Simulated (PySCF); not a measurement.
A GIAO shielding run with PySCF 2.14 (density fitting, non-relativistic, gas phase) on SMILES C[Si]1(C)C[C@H](C[SiH3])CO1, C₆H₁₆OSi₂:

```
$ OMP_NUM_THREADS=1 python probes_run.py task.json out

{"job": {"kind": "nmr", "xc": "PBE0", "basis": "pcSseg-1"}, "charge": 0, "multiplicity": 1}
C     -2.690863    -1.599247     0.420542
Si    -1.741516     0.043066     0.303945
C     -2.892341     1.518225     0.641944
C     -0.091811     0.089378     1.265080
C      0.914587    -0.269916     0.167115
C      2.333724     0.192798     0.475159
Si     3.629418    -0.301461    -0.826442
C      0.365940     0.339309    -1.126348
O     -1.028852     0.177678    -1.176369
H     -3.215161    -1.680560     1.366133
H     -2.035265    -2.459347     0.326408
H     -3.431275    -1.661133    -0.370222
H     -3.700447     1.534311    -0.081984
H     -3.338577     1.447603     1.627685
H     -2.373796     2.469843     0.576939
H     -0.009288    -0.592373     2.107701
H      0.117316     1.093102     1.637949
H      0.906110    -1.358575     0.043983
H      2.623532    -0.221820     1.443796
H      2.331219     1.279139     0.596131
H      4.961513    -0.038680    -0.274526
H      3.459566     0.480301    -2.052890
H      3.503661    -1.728820    -1.129764
H      0.599563     1.410358    -1.162130
H      0.792111    -0.139034    -2.012008
```

Hardware: 1 thread of an Arm Neoverse N1, shared host. The job also computes population analyses, field gradients, ring-centre shieldings.

(1) How large is the calculation?

(2) How long does it take, and how much memory does it need?

Answers

(1) 88 electrons, 247 basis functions and 1325 auxiliary functions.

(2) 110 s of wall time, with 13 SCF cycles and 4 response iterations; peak memory 1.2 GiB. Times on a shared host scatter by some tens of per cent.
